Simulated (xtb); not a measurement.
Si(CCH)2(H)(Me) (C₅H₆Si), SMILES C#C[SiH](C)C#C. All values are semi-empirical tight-binding results from xtb (GFN2-xTB unless named), good for trends rather than for accurate numbers. The structure is a stationary point at GFN2-xTB.

The point group as xtb finds it is Cs and the orbital gap comes out as 5.03 eV. The dipole moment is 0.40 D, the zero-point energy comes out as 51.4 kcal/mol and the G − E(el) at 298.15 K (modified RRHO) is 30.6 kcal/mol. The static polarisability (D4 model) comes out as 79.8 bohr³, the solvation energy, GFN2-xTB/ALPB(water) comes out as -1.2 kcal/mol and the solvation energy, GFN2-xTB/ALPB(chcl3) comes out as -6.2 kcal/mol.
